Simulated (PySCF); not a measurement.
HCl$_{2}$HfO, charge +1, singlet, geometry from GFN2-xTB (such geometries of metal compounds can be far from the true shape) (the multiplicity is a formal guess) (core potentials on Hf); HF/def2-SV(P) (PySCF).

The PySCF input:
```python
from pyscf import gto, scf

mol = gto.Mole()
mol.atom = '''
    Hf    0.26280471   -0.17464589   -0.07919934
    Cl   -1.76570135   -0.97875422    0.31701367
    Cl   -0.15420920    1.91089525   -0.70771294
    O     1.43090844   -0.32471141    1.33459555
    H     2.26927275   -0.67420235    1.66747574
'''
mol.basis = 'def2-sv(p)'
mol.ecp = {'Hf': 'def2-sv(p)'}
mol.charge = 1
mol.verbose = 4
mol.build()

mf = scf.RHF(mol)
mf.kernel()
mf.analyze()
```

Predict the main parts of the log of this PySCF run.


```
PySCF version 2.14.0

[INPUT] verbose = 4
[INPUT] num. atoms = 5
[INPUT] num. electrons = 54
[INPUT] charge = 1
[INPUT] spin (= nelec alpha-beta = 2S) = 0
[INPUT] symmetry False subgroup None
[INPUT] Mole.unit = angstrom
[INPUT] Symbol           X                Y                Z      unit          X                Y                Z       unit  Magmom
[...]
nuclear repulsion = 222.167758615011
number of shells = 35
number of NR pGTOs = 150
number of NR cGTOs = 77
basis = def2-sv(p)
ecp = {'Hf': 'def2-sv(p)'}

******** <class 'pyscf.scf.hf.RHF'> ********
method = RHF
initial guess = minao
damping factor = 0
level_shift factor = 0
DIIS = <class 'pyscf.scf.diis.CDIIS'>
diis_start_cycle = 1
diis_space = 8
diis_damp = 0
SCF conv_tol = 1e-09
SCF conv_tol_grad = None
SCF max_cycles = 50
direct_scf = True
direct_scf_tol = 1e-13
Set gradient conv threshold to 3.16228e-05
Initial guess from minao.
init E= -1028.99141501457
[...]
cycle= 1 E= -1041.37727775022  delta_E= -12.4  |g|= 0.711  |ddm|= 7.63
[...]
cycle= 2 E= -1041.41976503779  delta_E= -0.0425  |g|= 0.423  |ddm|= 0.778
[...]
cycle= 3 E= -1041.45487135972  delta_E= -0.0351  |g|= 0.0885  |ddm|= 0.379
[...]
cycle= 4 E= -1041.45675429883  delta_E= -0.00188  |g|= 0.0119  |ddm|= 0.0888
[...]
cycle= 5 E= -1041.45685651169  delta_E= -0.000102  |g|= 0.00515  |ddm|= 0.0303
[...]
cycle= 6 E= -1041.45687511634  delta_E= -1.86e-05  |g|= 0.00145  |ddm|= 0.0153
[...]
cycle= 7 E= -1041.45687691569  delta_E= -1.8e-06  |g|= 0.000425  |ddm|= 0.00387
[...]
cycle= 8 E= -1041.45687707159  delta_E= -1.56e-07  |g|= 8.89e-05  |ddm|= 0.00119
[...]
cycle= 9 E= -1041.4568770787  delta_E= -7.11e-09  |g|= 2.65e-05  |ddm|= 0.000234
[...]
cycle= 10 E= -1041.45687707944  delta_E= -7.44e-10  |g|= 6.92e-06  |ddm|= 8.02e-05
[...]
Extra cycle  E= -1041.45687707948  delta_E= -4.14e-11  |g|= 3.36e-06  |ddm|= 1.33e-05
converged SCF energy = -1041.45687707948
**** SCF Summaries ****
Total Energy =                       -1041.456877079484912
Nuclear Repulsion Energy =             222.167758615010882
One-electron Energy =                -1884.928779558388214
Two-electron Energy =                  621.304143863892364
Two-electron Coulomb Energy =          690.271046399207080
DFT Exchange-Correlation Energy =      -68.966902535314716
HOMO-LUMO gap [eV] =                    11.457561031667783
**** MO energy ****
[...]
WARN: System has nonzero charge 1; the dipole moment is origin-dependent.
Location of origin: [0. 0. 0.]

Dipole moment(X, Y, Z, Debye):  4.85657, -3.47646, -2.16588
```
